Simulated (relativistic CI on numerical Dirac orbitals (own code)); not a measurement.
Calculated levels, K XIX

Computed by Dirac equation for one electron, model QED (radiative potential, 1s self-energy scaled to tabulated hydrogen-like ionisation energies) (own radial code, finite nucleus).

Configurations in the expansion: 1s, 2s, 2p, 3s, 3p, 3d, 4s, 4p, 4d, 4f, 5s, 5p, 5d, 5f, 5g, 6s, 6p, 6d. Levels of other configurations are missing.

The lowest level is 1s 2S_1/2, with 100 % of that term; Hund's rules for 1s give 2S with J = 1/2, in agreement.

| No. | Configuration | Term | J | E (eV) | % | Landé g | Lifetime (s) |
| --- | --- | --- | --- | --- | --- | --- | --- |
| 1 | 1s | 2S | 1/2 | 0.00 | 100 | 1.989 |  |
| 2 | 2p | 2P° | 1/2 | 3698.70 | 100 | 0.663 | 1.22e-14 |
| 3 | 2s | 2S | 1/2 | 3698.89 | 100 | 1.999 |  |
| 4 | 2p | 2P° | 3/2 | 3704.69 | 100 | 1.332 | 1.23e-14 |
| 5 | 3p | 2P° | 1/2 | 4385.67 | 100 | 0.664 | 4.05e-14 |
| 6 | 3s | 2S | 1/2 | 4385.73 | 100 | 2.001 | 1.17e-12 |
| 7 | 3d | 2D | 3/2 | 4387.44 | 100 | 0.798 | 1.17e-13 |
| 8 | 3p | 2P° | 3/2 | 4387.45 | 100 | 1.333 | 4.05e-14 |
| 9 | 3d | 2D | 5/2 | 4388.03 | 100 | 1.199 | 1.18e-13 |
| 10 | 4p | 2P° | 1/2 | 4625.87 | 100 | 0.665 | 9.46e-14 |
| 11 | 4s | 2S | 1/2 | 4625.89 | 100 | 2.002 | 1.68e-12 |
| 12 | 4d | 2D | 3/2 | 4626.61 | 100 | 0.799 | 2.74e-13 |
| 13 | 4p | 2P° | 3/2 | 4626.62 | 100 | 1.333 | 9.45e-14 |
| 14 | 4f | 2F° | 5/2 | 4626.86 | 100 | 0.856 | 5.54e-13 |
| 15 | 4d | 2D | 5/2 | 4626.86 | 100 | 1.200 | 2.76e-13 |
| 16 | 4f | 2F° | 7/2 | 4626.99 | 100 | 1.143 | 5.55e-13 |
| 17 | 5p | 2P° | 1/2 | 4736.94 | 100 | 0.665 | 1.83e-13 |
| 18 | 5s | 2S | 1/2 | 4736.95 | 100 | 2.002 | 2.62e-12 |
| 19 | 5d | 2D | 3/2 | 4737.32 | 100 | 0.799 | 5.28e-13 |
| 20 | 5p | 2P° | 3/2 | 4737.32 | 100 | 1.334 | 1.83e-13 |
| 21 | 5f | 2F° | 5/2 | 4737.45 | 100 | 0.856 | 1.07e-12 |
| 22 | 5d | 2D | 5/2 | 4737.45 | 100 | 1.200 | 5.32e-13 |
| 23 | 5g | 2G | 7/2 | 4737.51 | 100 | 0.888 | 1.80e-12 |
| 24 | 5f | 2F° | 7/2 | 4737.51 | 100 | 1.143 | 1.07e-12 |
| 25 | 5g | 2G | 9/2 | 4737.55 | 100 | 1.111 | 1.80e-12 |
| 26 | 6p | 2P° | 1/2 | 4797.23 | 100 | 0.666 | 3.15e-13 |
| 27 | 6s | 2S | 1/2 | 4797.24 | 100 | 2.002 | 3.98e-12 |
| 28 | 6d | 2D | 3/2 | 4797.45 | 100 | 0.799 | 9.02e-13 |
| 29 | 6p | 2P° | 3/2 | 4797.45 | 100 | 1.334 | 3.14e-13 |
| 30 | 6d | 2D | 5/2 | 4797.53 | 100 | 1.200 | 9.09e-13 |

Energies count from the lowest computed level; ° marks odd parity; lifetimes are radiative, by E1, M1, E2, M2 decay to levels of this space only; some are left blank where a channel outside the calculation adds to the decay or the decay crosses a small, uncertain gap.
